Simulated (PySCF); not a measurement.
# Electron correlation in Mn²⁺ (manganese, charge +2)

[Ar] 3d5, high-spin 6S determinant. All numbers are calculated (PySCF 2.14, no relativity, point nucleus, in aug-cc-pVTZ (8s7p5d3f2g, 93 functions)). Frozen: [Ar]; 5 electrons correlated.

```
  level  correlation energy (mhartree)
   CCSD                         -74.40
    (T)                          -0.78
CCSD(T)                         -75.18
```

Diagnostics: T1 = 0.0043, D1 = 0.0061, largest double amplitude 0.018.

Cost of the coupled-cluster step: about 10 core-seconds, for 5 correlated electrons.

Iterations:

```
CC2 = 0
CCSD nocc = (np.int64(5), np.int64(0)), nmo = (84, 84)
frozen orbitals [[0, 1, 2, 3, 4, 5, 6, 7, 8], [0, 1, 2, 3, 4, 5, 6, 7, 8]]
max_cycle = 100
direct = 0
conv_tol = 1e-08
conv_tol_normt = 1e-06
diis_space = 8
diis_start_cycle = 0
Init t2, MP2 energy = -0.0694700999913304
Init E_corr(UCCSD) = -0.0694700999914268
cycle = 1  E_corr(UCCSD) = -0.0738440882382788  dE = -0.00437398825  norm(t1,t2) = 0.012812
cycle = 2  E_corr(UCCSD) = -0.0742992306428081  dE = -0.000455142405  norm(t1,t2) = 0.00296236
cycle = 3  E_corr(UCCSD) = -0.0744046883640079  dE = -0.000105457721  norm(t1,t2) = 0.000961176
cycle = 4  E_corr(UCCSD) = -0.0743983081780081  dE = 6.380186e-06  norm(t1,t2) = 4.97622e-05
cycle = 5  E_corr(UCCSD) = -0.0743977238325912  dE = 5.84345417e-07  norm(t1,t2) = 1.41269e-05
cycle = 6  E_corr(UCCSD) = -0.0743978947628023  dE = -1.70930211e-07  norm(t1,t2) = 9.80037e-07
cycle = 7  E_corr(UCCSD) = -0.0743978926400237  dE = 2.12277863e-09  norm(t1,t2) = 1.06231e-07
UCCSD converged
E(UCCSD) = -1149.1836374679  E_corr = -0.07439789264002369
UCCSD(T) correction = -0.000781919525367058
```
